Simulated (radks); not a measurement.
Results of a calculation; reference values are marked as such.
Au65+, 14 electrons, occupied as [Ne] 3s2 3p2 (the NIST ground configuration).

Level of theory: Dirac Kohn-Sham, PBE, spin-unpolarised, spherical densities, finite nucleus; open shells fill j = l - 1/2 first; Fermi nuclear charge, rms radius 5.4371 fm (a radial shooting solver on a logarithmic mesh with Libxc functionals).

Energy parts (hartree):
| part | energy |
|---|---|
| total | -14005.2300 |
| kinetic | 16699.6344 |
| electron-nucleus | -31756.1473 |
| Hartree | 1222.8263 |
| exchange-correlation | -171.5434 |

Orbitals (lengths in bohr, moments of r in powers of bohr; r(90%) holds 90 % of the orbital's charge):
orbital  occ.  eigenvalue (hartree)  r(90%)  <1/r>  small-component weight
1s1/2       2             -3166.666  0.0308  95.71                9.00e-02
2s1/2       2             -717.6498   0.109  23.82                2.11e-02
2p1/2       2             -698.9540  0.0953  23.73                2.11e-02
2p3/2       4             -629.7860   0.106  19.37                1.88e-02
3s1/2       2             -290.1487   0.247  9.545                8.29e-03
3p1/2       2             -283.3269   0.237  9.464                8.21e-03
3p3/2       0             -264.7934   0.253  8.276                7.63e-03

The highest occupied level is 3p1/2 at -7709.7 eV. The electron density at the nucleus is 2.145e+06 e/bohr^3. The density falls to 0.001 e/bohr^3 at r = 0.50 bohr. For comparison, the ionisation energy in NIST's Atomic Spectra Database is 7760 eV (theoretical). In exact Kohn-Sham theory the highest level is minus the ionisation energy, but local and semilocal functionals leave it too shallow, through self-interaction and a potential that decays too fast; potentials with the right tail come closer.

Beside tabulated values, note that spin-unpolarised runs miss the spin-polarisation part of the exchange energy of open shells.
